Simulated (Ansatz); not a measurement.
Basis sets compared for WN(NH2)3 (WN₄H₆). Total charge 0; singlet. Geometry PBE0-D4/def2-SVP. Ansatz on 4 threads of Arm Neoverse V2 on a shared host; times are rough, and most runs start from earlier orbitals.

Cartesian coordinates in Å:
```
W 0.150 -0.153 0.221
N 0.958 -0.980 1.415
N 1.534 0.979 -0.581
H 2.506 1.012 -0.295
H 1.373 1.623 -1.351
N -1.239 0.826 1.196
H -1.922 1.439 0.759
H -1.385 0.798 2.199
N -0.523 -1.571 -0.952
H -0.379 -2.565 -0.817
H -1.072 -1.408 -1.792
```

In the def2 sets W takes a core potential; there is no spin–orbit coupling.

```tsv
level	functions	energy (Eh)	HOMO (eV)	LUMO (eV)	wall time
PBE-D4/def2-SVP	118	-289.4530	-5.52	-0.78	1.2 s
PBE0-D4/def2-SVP	118	-289.3881	-6.89	0.05	1.4 s
```

Problem. Estimate the rows for PBE-D4/def2-TZVP (with forces), PBE0-D4/def2-TZVP.

Solution. 
```
                         level  functions  energy (Eh)  HOMO (eV)  LUMO (eV)  wall time
PBE-D4/def2-TZVP (with forces)        200    -289.7311      -5.70      -1.00      2.3 s
             PBE0-D4/def2-TZVP        200    -289.6657      -7.03      -0.14      2.3 s
```
